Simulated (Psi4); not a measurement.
H₂S₂, charge +1, doublet, geometry from GFN2-xTB (a state made from the parent by changing its charge; the spin is typed, not shown lowest); HF/STO-3G (Psi4 1.11).

Input for Psi4:
```
memory 2 GB

molecule mol {
1 2
S    -0.809559   -0.037650    0.594607
S     0.809559    0.037650   -0.594607
H    -1.718631   -0.081268   -0.405146
H     1.718631    0.081268    0.405146
}

set {
  basis sto-3g
  reference uhf
}

energy('scf')
print_variables()
```

The log (banner, timings and long lists left out):

```
   => Loading Basis Set <=

    Name: STO-3G
    Role: ORBITAL
    Keyword: BASIS

         ---------------------------------------------------------
                                   SCF
               by Justin Turney, Rob Parrish, Andy Simmonett
                          and Daniel G. A. Smith
                              UHF Reference
         ---------------------------------------------------------

  ==> Geometry <==

    Molecular point group: c2h
    Full point group: C2h

    Geometry (in Angstrom), charge = 1, multiplicity = 2:

       Center              X                  Y                   Z               Mass
    ------------   -----------------  -----------------  -----------------  -----------------
         S            0.810433877109     0.594607191567     0.000000000000    31.972071174400
         S           -0.810433877109    -0.594607191567     0.000000000000    31.972071174400
         H            1.720551334956    -0.405146130528     0.000000000000     1.007825032230
         H           -1.720551334956     0.405146130528     0.000000000000     1.007825032230

  Running in c2h symmetry.

  Rotational constants: A =      4.82788  B =      0.25007  C =      0.23775 [cm^-1]
  Rotational constants: A = 144736.34576  B =   7496.79112  C =   7127.60818 [MHz]
  Nuclear repulsion =   86.733250212390374

  Charge       = 1
  Multiplicity = 2
  Electrons    = 33
  Nalpha       = 17
  Nbeta        = 16

  ==> Algorithm <==

  SCF Algorithm Type is DF.
  DIIS enabled.
  MOM disabled.
  Fractional occupation disabled.
  Guess Type is SAD.
  Energy threshold   = 1.00e-06
  Density threshold  = 1.00e-06
  Integral threshold = 1.00e-12

  ==> Primary Basis <==

  Basis Set: STO-3G
    Blend: STO-3G
    Number of shells: 12
    Number of basis functions: 20
    Number of Cartesian functions: 20
    Spherical Harmonics?: true
    Max angular momentum: 1

   => Loading Basis Set <=

    Name: (STO-3G AUX)
    Role: JKFIT
    Keyword: DF_BASIS_SCF

  ==> Integral Setup <==

  SCF_SUBTYPE=INCORE selected. In-core MEM_DF algorithm will be used.
  Using in-core AOs.

  ==> MemDFJK: Density-Fitted J/K Matrices <==

    J tasked:                   Yes
    K tasked:                   Yes
    wK tasked:                   No
    Algorithm:                 Core
    Schwarz Cutoff:           1E-12
    Mask sparsity (%):       4.5000
    Fitting Condition:        1E-10

   => Auxiliary Basis Set <=

  Basis Set: (STO-3G AUX)
    Blend: DEF2-UNIVERSAL-JKFIT
[...]
   @DF-UHF iter   8:  -787.27739995516640   -4.48836e-10   2.78259e-07 DIIS
  Energy and wave function converged.

  ==> Post-Iterations <==

   @Spin Contamination Metric:   2.794975186E-03
   @S^2 Expected:                7.500000000E-01
   @S^2 Observed:                7.527949752E-01
   @S   Expected:                5.000000000E-01
   @S   Observed:                5.000000000E-01

    Orbital Energies [Eh]
    ---------------------

    Alpha Occupied:

[...]
    Alpha Virtual:

[...]
    Beta Occupied:

[...]
       2Au    -0.571315

    Beta Virtual:

[...]
       8Ag     0.186498

    Final Occupation by Irrep:
             Ag    Bg    Au    Bu
    DOCC [     7,    1,    2,    6 ]
    SOCC [     0,    1,    0,    0 ]
    NA   [     7,    2,    2,    6 ]
    NB   [     7,    1,    2,    6 ]

  @DF-UHF Final Energy:  -787.27739995516640

   => Energetics <=

    Nuclear Repulsion Energy =             86.7332502123903737
    One-Electron Energy =               -1255.3542767945730247
    Two-Electron Energy =                 381.3436266270160786
    Total Energy =                       -787.2773999551665156

  UHF NO Occupations:
  HONO-2 :    7 Ag 1.9994958
  HONO-1 :    6 Bu 1.9993319
  HONO-0 :    2 Bg 1.0000000
  LUNO+0 :    7 Bu 0.0006681
  LUNO+1 :    8 Ag 0.0005042
  LUNO+2 :    8 Bu 0.0002256

Computation Completed

Properties will be evaluated at   0.000000,   0.000000,   0.000000 [a0]

Properties computed using the SCF density matrix

 Multipole Moments:

 ------------------------------------------------------------------------------------
     Multipole            Electronic (a.u.)      Nuclear  (a.u.)        Total (a.u.)
 ------------------------------------------------------------------------------------

 L = 1.  Multiply by 2.5417464519 to convert [e a0] to [Debye]
 Dipole X            :          0.0000000            0.0000000            0.0000000
 Dipole Y            :          0.0000000            0.0000000            0.0000000
 Dipole Z            :          0.0000000            0.0000000            0.0000000
 Magnitude           :                                                    0.0000000

 ------------------------------------------------------------------------------------

  Variable Map:
  ----------------------------------------------------------------------------
[...]
  Array Variable Map:
  ----------------------------------------------------------------------------
[...]
[...]
```
